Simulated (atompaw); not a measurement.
What one change does to a pseudopotential (Cl, PAW (atompaw))

atompaw 4.2.0.5 input, output lines left out:

```
Cl 17
GGA-PBE scalarrelativistic loggrid 1500 logderivrange -4 5 226
3 3 0 0 0 0
3 1 4.5
0 0 0
c
c
v
c
v
2
1.50 1.15 1.40 1.10
y
-1.05
n
y
0.05
n
y
0.4
y
2.7
n
custom polynom vanderbiltortho sinc
bessel
1.40
1.40
1.50
1.50
1.50
1.20
```

Change: all radii scaled by about 1.28 (s 1.80, p 1.92, d 1.92 bohr); local potential bessel scheme, radius 1.80 bohr; augmentation sinc compensation charge, radius 1.48 bohr; PAW radius 1.92 bohr; waves and projectors: custom polynom vanderbiltortho; core correction smooth core density matched at 1.40 bohr.

Cutoffs: the cutoffs (Ry, on a coarse ladder) from which the occupation-weighted sum of valence levels, in a spherical-Bessel basis at the reference potential, stays within 10 and 1 mRy of its value at 400 Ry; they do not see the model core or the augmentation charge, which bear on the density cutoff.

**Question.** What does the change do?

**Answer.** The potential gets softer (25 Ry and 35 Ry → 15 Ry and 21 Ry); neither file shows a bound ghost. A larger radius leaves more room for a smooth pseudo-wave, so fewer plane waves are needed.

```tsv
quantity	base	changed
cutoff, loose	25 Ry	15 Ry
cutoff, tight	35 Ry	21 Ry
loose cutoff by channel (10 mRy a level)	s 21 Ry, p 15 Ry	s 8 Ry, p 15 Ry
bound ghosts	none	none
lowest overlap eigenvalue by channel	s 0.30, p 0.73, d 0.64	s 0.36, p 0.98, d 0.99
```

 The cutoffs see the waves, projectors and local potential, not the compensation charge or the core.
